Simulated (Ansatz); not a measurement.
Species: CHBr2F, charge 0, singlet. CHBr2F (dibromo(fluoro)methane, SMILES FC(Br)Br).
B3LYP-D3(BJ)/def2-TZVP minimum from Ansatz (a first-principles code):
```
C
F 1 1.3461
H 1 1.0837 2 110.10
Br 1 1.9473 3 107.61 2 -119.34
Br 1 1.9473 3 107.61 2 119.34
```

Hartree-Fock and MP2 correlation energies in hartree (Ansatz). UHF or UKS for unpaired electrons; spin-orbit terms are left out. Correlated methods leave the cores frozen (noble-gas shells, and filled d and f shells in the p block). No relativity. Spin-orbit terms, left out, reach several kcal/mol for Br and I, and more for heavier atoms.

| basis | X | E(HF) | E(corr, MP2) |
|---|---|---|---|
| cc-pVTZ | 3 | -5282.84272 | -0.74146 |
| cc-pVQZ | 4 | -5282.85965 | -0.81224 |
| cc-pV5Z | 5 | -5282.86315 | withheld |

### Question
Fit E(corr) = E∞ + A/X³ to X = 3 and 4, predict X = 5, and compare with the run.

### Answer
A = (-0.74146 - (-0.81224))/(1/27 - 1/64) = 3.3056; E∞ = -0.81224 - A/64 = -0.86389; at X = 5, E∞ + A/125 = -0.83745. The run gave -0.84282, 5.37 mEh below the prediction. The same form on X = 4 and 5 gives E∞ = -0.87490, 11.01 mEh below the first estimate.
